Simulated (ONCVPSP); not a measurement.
## An all-electron radial function and its pseudo partner (chromium)

Columns: radius, all-electron u(r) and pseudo u(r) of the 3d shell (level -2.93 eV) of chromium in the configuration [Ne] 3s2 3p6 3d5 4s1; PBEsol, scalar-relativistic, ONCV scheme, ONCVPSP 4.0.1.

```tsv
r (bohr)	all-electron	pseudo
0.060	0.0130	0.0031
0.120	0.0684	0.0239
0.180	0.1582	0.0744
0.240	0.2643	0.1579
0.300	0.3721	0.2689
0.360	0.4722	0.3941
0.420	0.5596	0.5180
0.480	0.6325	0.6267
0.540	0.6908	0.7113
0.600	0.7350	0.7691
0.660	0.7663	0.8024
0.720	0.7865	0.8168
0.780	0.7974	0.8187
0.840	0.8006	0.8133
0.900	0.7977	0.8040
0.960	0.7900	0.7924
1.020	0.7785	0.7792
1.080	0.7643	0.7644
1.140	0.7480	0.7479
1.200	0.7302	0.7302
1.260	0.7115	0.7114
1.320	0.6921	0.6921
1.380	0.6724	0.6724
1.440	0.6527	0.6526
1.500	0.6330	0.6330
1.560	0.6135	0.6135
```

Problem. How many radial nodes do the two functions have?

Solution. The all-electron 3d function has n − l − 1 = 0; the pseudo-wave has 0.

Problem. At about which radius was the pseudo-wave matched?

Solution. 1.20 bohr. The columns agree to 0.0005 from 1.08 bohr on; several derivatives are matched, so the curves merge somewhat inside the radius.

Problem. Is the pseudo-wave norm-conserving?

Solution. Yes: the ONCV scheme keeps the norm inside the radius equal to the all-electron one, which fixes the energy derivative of the logarithmic derivative at the level.
